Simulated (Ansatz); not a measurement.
CH5FSeSi2 (`F[SiH]1C[SiH2][Se]1`). The species carries charge 0 and has multiplicity 1. The geometry is a stationary point of PBE0-D4/def2-TZVP.

```xyz
10

F     1.374    2.207    0.236
Si    0.945    0.876   -0.538
C     0.466   -0.487    0.641
Si   -1.314   -0.573    0.035
Se   -1.082    1.081   -1.543
H     2.044    0.590   -1.487
H     0.550   -0.179    1.686
H     1.023   -1.414    0.498
H    -2.332   -0.228    1.059
H    -1.674   -1.872   -0.588
```

(1) What is the dipole moment at PBE/def2-TZVPP? (Best estimate.)

(2) And with r2SCAN, B3LYP, ωB97M-V? (Best estimate.)

(3) Give the Mulliken charges with PBE, r2SCAN, B3LYP in def2-TZVPP. (Estimate.)

Answers

(1) Computed: 2.11 D, with components (0.32, -1.92, 0.81) D in this frame, pointing from negative to positive charge.

(2) The calculation gave: r2SCAN 2.24 D, B3LYP 2.23 D, ωB97M-V 2.28 D.

(3) The calculation gave: 
```tsv
atom	PBE	r2SCAN	B3LYP
F1	-0.27	-0.31	-0.31
Si2	0.50	0.62	0.60
C3	-0.33	-0.39	-0.40
Si4	0.26	0.37	0.34
Se5	-0.20	-0.26	-0.25
H6	-0.08	-0.09	-0.08
H7	0.11	0.10	0.12
H8	0.11	0.10	0.12
H9	-0.05	-0.07	-0.06
H10	-0.05	-0.07	-0.06
```

B3LYP here is the variant with VWN-RPA as its local correlation; programs differ in this.
